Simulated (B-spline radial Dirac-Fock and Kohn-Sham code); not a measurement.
## Energy-loss ionisation edge N3 (4p3/2) of Tc

System: the Tc atom, 1s2 2s2 2p6 3s2 3p6 3d10 4s2 4p6 4d5 5s2. Method: the first Born approximation with generalised oscillator strengths from a Dirac-Hartree-Slater potential (longitudinal and transverse terms; continuum final states only, so no white lines or fine structure). Computed with a B-spline atomic structure program. The edge is taken at 49.30 eV (orbital energy of the model).

The run's input, task.json:

```json
{"items": [{
  "Z": 43,
  "q": 0,
  "cfg": [[1, 0, 2], [2, 0, 2], [2, 1, 6], [3, 0, 2], [3, 1, 6], [3, 2, 10], [4, 0, 2], [4, 1, 6], [4, 2, 5], [5, 0, 2]],
  "A": 97,
  "rrms": 4.4112,
  "do": "eels",
  "beams": [[60, 5], [60, 10], [80, 5], [80, 10], [80, 20], [100, 10], [120, 5], [120, 20], [120, 50], [120, 100], [200, 5], [200, 100], [300, 10], [300, 100]]
}]}
```

Launch: `python xray2_run.py task.json out`

Partial cross sections σ(β, Δ) in barn, integrated over a window Δ above the edge and up to the collection semi-angle β, for parallel illumination:

```
E₀ (kV)  β (mrad)  Δ = 25 eV  Δ = 50 eV  Δ = 100 eV  Δ = 200 eV  Δ = 300 eV
     60         5      34300      41100       45600       49000       50000
     60        10      49700      61500       68400       73700       75600
     80         5          ?          ?           ?           ?           ?
     80        10      44100      55200       61400       66200       68000
     80        20      62600      85000       96000      103000      106000
    100        10      40500      51100       57000       61400       63100
    120         5      26600      32300       36100       39100       40200
    120        20      50600      70800       81500       87700       90100
    120        50      54300      80000       98000      111000      117000
    120       100      54300      80100       98200      112000      118000
    200         5      23100      28500       31900       34600       35700
    200       100      39900      58600       71700       81800       86300
    300        10      29400      39900       45400       48900       50300
    300       100      32900      48000       58700       67000       70700
```

Problem. Give the row for 80 kV and 5 mrad.

Solution. 30700 b for 25 eV, 37000 b for 50 eV, 41200 b for 100 eV, 44400 b for 200 eV, 45500 b for 300 eV.
